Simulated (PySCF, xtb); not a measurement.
Zr(Me)(H)3 (CH₆Zr), SMILES [CH3][ZrH3], multiplicity 1.

GFN2-xTB run with xtb at its own geometry gives an orbital gap of 2.02 eV and a dipole moment of 0.45 D.

Geometry optimised at B3LYP-D3(BJ)/def2-TZVP. The multiplicity is an assumed one; no other spin state was optimised. The structure was generated by enumeration; whether it is a known compound was not checked. The def2 effective core potentials stand for the cores of Zr; spin–orbit coupling is left out.

Problem. What does HF/def2-TZVPD (PySCF) give? (An estimate is asked for; the answer gives what the named calculation found.)

Solution. gap 12.33 eV (levels -11.20 and 1.13 eV), dipole 0.90 D.
